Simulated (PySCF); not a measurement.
BrGeH3O, SMILES [OH][GeH2][Br]. Coordinates come from a PBE-D3(BJ)/def2-SVP optimisation. Other conformers were not sampled.

Computed equilibrium geometry at PBE-D3(BJ)/def2-SVP (PySCF confirms it by a frequency run) as a Z-matrix (one conformer of several):
```
Ge
O 1 1.7897
H 2 0.9759 1 111.37
H 1 1.5412 2 104.39 3 177.29
H 1 1.5514 4 115.46 2 -123.14
Br 1 2.3360 4 108.90 5 -119.08
```
Charge 0, spin multiplicity 1.
